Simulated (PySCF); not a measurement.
C3H7FOSi. Atoms are numbered in the order given.

```xyz
13

C     -2.5680    -0.1523    -0.2200
C     -1.1395    -0.5687     0.0526
F     -0.6743    -1.3501    -1.0291
Si     0.1496     0.8342     0.1826
C      1.8977     0.0034     0.2022
O      2.8384     0.4674     0.8069
H     -2.6335     0.4765    -1.1215
H     -3.2034    -1.0398    -0.3710
H     -2.9718     0.4184     0.6315
H     -1.1003    -1.2148     0.9512
H     -0.0299     1.6781     1.3995
H      0.0486     1.6699    -1.0525
H      2.0165    -0.9495    -0.3952
```
Charge 0, spin multiplicity 1.

The structure is a stationary point at r2SCAN-D4/def2-SVP. The structure was generated by enumeration; whether it is a known compound was not checked. One conformer was computed; it need not be the lowest.

Computed with B3LYP/pcSseg-1 run with PySCF.

GIAO shieldings, no solvent; atoms listed in one row are averaged. δ = σ(ref) − σ: ¹³C against TMS (σ = 181.3 ppm); ¹⁹F against CFCl3 (σ = 161.7 ppm); ²⁹Si against TMS (σ = 338.7 ppm); ¹⁷O against H2O (σ = 333.8 ppm); ¹H against TMS (σ = 31.68 ppm), references at their B3LYP-D3(BJ)/def2-TZVP geometries, non-relativistic.

Computed chemical shifts:
```tsv
nucleus	atoms	count	δ (ppm)
¹³C	C5	1	245.7
¹³C	C2	1	91.2
¹³C	C1	1	23.8
¹⁹F	F3	1	-239.4
²⁹Si	Si4	1	-56.0
¹⁷O	O6	1	966.9
¹H	H13	1	12.44
¹H	H10	1	5.38
¹H	H12	1	4.25
¹H	H11	1	4.05
¹H	H7, H8, H9	3	1.97
```
